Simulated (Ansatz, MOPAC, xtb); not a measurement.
Spectroscopic constants of OF+, multiplicity 3 (lowest of 2S+1 = 1, 3, 5 at CCSD(T)/def2-TZVPP on PBE0 minima; our sources give no spin for the ground state, which may be another).

The constants come from a fifth-degree fit in 1/R (seven points, main isotopes). In def2 and cc sets the state is the lowest found near the PBE0 minimum, followed along R.

Run with Ansatz (Gaussian orbitals); MOPAC for PM3 (differences of heats of formation); xtb for the GFN methods.  The GFN methods have no spin term and hold the electronic entropy of 300 K.

```json
[
 {"level": "PM3", "r_e (Å)": "1.231", "ω_e (cm⁻¹)": "1505", "B_e (cm⁻¹)": "1.28", "ω_e x_e (cm⁻¹)": "22"},
 {"level": "GFN1-xTB", "r_e (Å)": "1.196", "ω_e (cm⁻¹)": "1515", "B_e (cm⁻¹)": "1.36", "ω_e x_e (cm⁻¹)": "8.9"},
 {"level": "GFN2-xTB", "r_e (Å)": "1.195", "ω_e (cm⁻¹)": "1375", "B_e (cm⁻¹)": "1.36", "ω_e x_e (cm⁻¹)": "10"},
 {"level": "SVWN5/def2-TZVPP", "r_e (Å)": "1.225", "ω_e (cm⁻¹)": "1411", "B_e (cm⁻¹)": "1.29", "ω_e x_e (cm⁻¹)": "8.4"},
 {"level": "PBE/def2-TZVPP", "r_e (Å)": "1.244", "ω_e (cm⁻¹)": "1340", "B_e (cm⁻¹)": "1.25", "ω_e x_e (cm⁻¹)": "8.3"},
 {"level": "r2SCAN/def2-TZVPP", "r_e (Å)": "1.231", "ω_e (cm⁻¹)": "1392", "B_e (cm⁻¹)": "1.28", "ω_e x_e (cm⁻¹)": "8.8"},
 {"level": "B97M-V/def2-TZVPP", "r_e (Å)": "1.225", "ω_e (cm⁻¹)": "1408", "B_e (cm⁻¹)": "1.29", "ω_e x_e (cm⁻¹)": "9.9"},
 {"level": "B3LYP/def2-TZVPP", "r_e (Å)": "1.228", "ω_e (cm⁻¹)": "1403", "B_e (cm⁻¹)": "1.29", "ω_e x_e (cm⁻¹)": "9.1"},
 {"level": "PBE0/def2-TZVPP", "r_e (Å)": "1.213", "ω_e (cm⁻¹)": "1473", "B_e (cm⁻¹)": "1.32", "ω_e x_e (cm⁻¹)": "9.7"},
 {"level": "BHLYP/def2-TZVPP", "r_e (Å)": "1.201", "ω_e (cm⁻¹)": "1511", "B_e (cm⁻¹)": "1.35", "ω_e x_e (cm⁻¹)": "12"},
 {"level": "CAM-B3LYP/def2-TZVPP", "r_e (Å)": "1.217", "ω_e (cm⁻¹)": "1462", "B_e (cm⁻¹)": "1.31", "ω_e x_e (cm⁻¹)": "9.2"},
 {"level": "wB97X-V/def2-TZVPP", "r_e (Å)": "1.217", "ω_e (cm⁻¹)": "1483", "B_e (cm⁻¹)": "1.31", "ω_e x_e (cm⁻¹)": "9.2"},
 {"level": "wB97M-V/def2-TZVPP", "r_e (Å)": "1.219", "ω_e (cm⁻¹)": "1466", "B_e (cm⁻¹)": "1.31", "ω_e x_e (cm⁻¹)": "9.4"},
 {"level": "B2PLYP/def2-TZVPP", "r_e (Å)": "1.229", "ω_e (cm⁻¹)": "1427", "B_e (cm⁻¹)": "1.28", "ω_e x_e (cm⁻¹)": "1.8"}
]
```

Cores are frozen in the correlated methods. The state reached by PM3 isn't checked.

Ansatz is a program for electronic structure.
